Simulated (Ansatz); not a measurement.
triplet silylene (H2Si), triplet, at a GFN2-xTB geometry; CCSD(T)/STO-3G (Ansatz, an electronic-structure program).

Input for Ansatz:
Ansatz 0.2 input:
```yaml
crystal:
  periodic: [false, false, false]
  atoms:
    - {symbol: Si, position_ang: [-0.00639139, -0.00195053, 0.08523542]}
    - {symbol: H, position_ang: [0.04566728, 1.28384221, -0.56751131]}
    - {symbol: H, position_ang: [0.04381220, -1.25653473, -0.62578461]}
basis:
  gaussian:
    orbitals: STO-3G
magnetization: {spin_polarized: true, initial_magnetization: 2}
correlation: {method: ccsd_t, electrons: outside_noble_gas}
accuracy: high
```

The log (banner, timings and long lists left out):

```
Functional definition: HF
163 factors; integrals over basis functions are off by at most 6.4e-9 eV
mean field evaluation 1: about -7799.3985 eV, gradient 4.5e0 eV
mean field evaluation 2: about -7799.4037 eV, gradient 4.5e0 eV
mean field evaluation 4: about -7799.8251 eV, gradient 7.9e-1 eV
mean field evaluation 8: about -7799.8439 eV, gradient 5.9e-3 eV
mean field evaluation 16: about -7799.8410 eV, gradient 3.7e-1 eV
mean field -7799.84389626 eV, -286.6389762634 hartree, gradient 6.2e-8 eV, S^2 2.003311; 1 other end points of the search recorded, 0 dependent functions left out
5 core orbitals not correlated
reference -7799.84389626 eV, -286.6389762634 hartree; 4, 2 occupied and 2, 4 virtual orbitals, 163 factors
second order -0.61567799 eV of doubles, -0.00000000 eV of singles
cycle   1  -0.84115916 eV  change   -2.3e-1 eV  update   4.2e-2
cycle   2  -0.98435790 eV  change   -1.4e-1 eV  update   1.8e-2
cycle   3  -0.98738995 eV  change   -3.0e-3 eV  update   3.8e-3
cycle   4  -0.98969882 eV  change   -2.3e-3 eV  update   9.5e-4
cycle   5  -0.98912564 eV  change    5.7e-4 eV  update   2.5e-4
cycle   6  -0.98956017 eV  change   -4.3e-4 eV  update   8.2e-5
cycle   7  -0.98934905 eV  change    2.1e-4 eV  update   2.8e-5
cycle   8  -0.98941112 eV  change   -6.2e-5 eV  update   8.0e-6
cycle   9  -0.98940731 eV  change    3.8e-6 eV  update   1.3e-6
cycle  10  -0.98940651 eV  change    8.0e-7 eV  update   2.7e-7
cycle  11  -0.98940647 eV  change    3.9e-8 eV  update   5.3e-8
cycle  12  -0.98940646 eV  change    8.8e-9 eV  update   1.4e-8
cycle  13  -0.98940640 eV  change    5.6e-8 eV  update   2.8e-8
cycle  14  -0.98940636 eV  change    4.3e-8 eV  update   1.1e-8
cycle  15  -0.98940636 eV  change   6.2e-10 eV  update   1.9e-9
cycle  16  -0.98940636 eV  change  -2.4e-10 eV  update  4.4e-10
perturbative correction -0.00529797 eV, -0.0001946970 hartree
Total energy: -7800.83860059 eV, -286.6755309735 hartree
```
